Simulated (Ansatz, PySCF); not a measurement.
W(NH)(S)(OH)(NH2) (H4N2OSW), SMILES [NH]=[W]([NH2])([OH])=[S], multiplicity 1. Atoms are numbered in the order given.

```xyz
9

W     -0.0377     0.0502    -0.0164
N      0.9749    -0.2571    -1.4017
H      1.7500    -0.7096    -1.8789
S      0.6326    -1.0243     1.7208
O     -1.8282    -0.4212    -0.4202
H     -2.1541    -0.6486    -1.2969
N      0.1360     1.9503     0.3081
H      0.5653     2.6083    -0.3343
H     -0.0478     2.3801     1.2110
```

Geometry optimised at PBE0-D3(BJ)/def2-SVP. The multiplicity is an assumed one; no other spin state was optimised. The structure was generated by enumeration; whether it is a known compound was not checked. The def2 effective core potentials stand for the cores of W; spin–orbit coupling is left out. One conformer was computed; it need not be the lowest.

Two levels are set side by side: PBE-D3(BJ)/def2-SVP (Ansatz, a program for electronic structure) and PBE0-D3(BJ)/def2-SVP (Ansatz). Each level has its own optimised geometry; the coordinates shown are those of the second. Frequencies come from the Hessian of PySCF at each geometry. Differences are taken from unrounded values.

```
quantity                            PBE0-D3(BJ)
----------------------------------  -----------
mean bond length (Å)                      1.467
bond W1–N2 (Å)                            1.743
bond W1–S4 (Å)                            2.150
bond W1–O5 (Å)                            1.895
bond W1–N7 (Å)                            1.935
bond N2–H3 (Å)                            1.017
bond O5–H6 (Å)                            0.963
bond N7–H8 (Å)                            1.015
bond N7–H9 (Å)                            1.017
highest harmonic wavenumber (cm⁻¹)         3926
mean harmonic wavenumber (cm⁻¹)            1144
zero-point energy (kcal/mol)              34.36
```

**Question.** What does PBE-D3(BJ) give, and how far is it from PBE0-D3(BJ)? (The exact figures need the calculation; the answer reports its results.)

**Answer.** 
| quantity | PBE-D3(BJ) | PBE-D3(BJ) minus PBE0-D3(BJ) |
|---|---|---|
| mean bond length (Å) | 1.481 | 0.014 |
| bond W1–N2 (Å) | 1.765 | 0.021 |
| bond W1–S4 (Å) | 2.169 | 0.019 |
| bond W1–O5 (Å) | 1.914 | 0.019 |
| bond W1–N7 (Å) | 1.950 | 0.015 |
| bond N2–H3 (Å) | 1.026 | 0.009 |
| bond O5–H6 (Å) | 0.974 | 0.012 |
| bond N7–H8 (Å) | 1.023 | 0.009 |
| bond N7–H9 (Å) | 1.025 | 0.009 |
| highest harmonic wavenumber (cm⁻¹) | 3756 | -171 |
| mean harmonic wavenumber (cm⁻¹) | 1101 | -43 |
| zero-point energy (kcal/mol) | 33.06 | -1.30 |

Exact exchange shortens and stiffens bonds; PBE has none. Differences between two approximate levels are no errors against the true value.
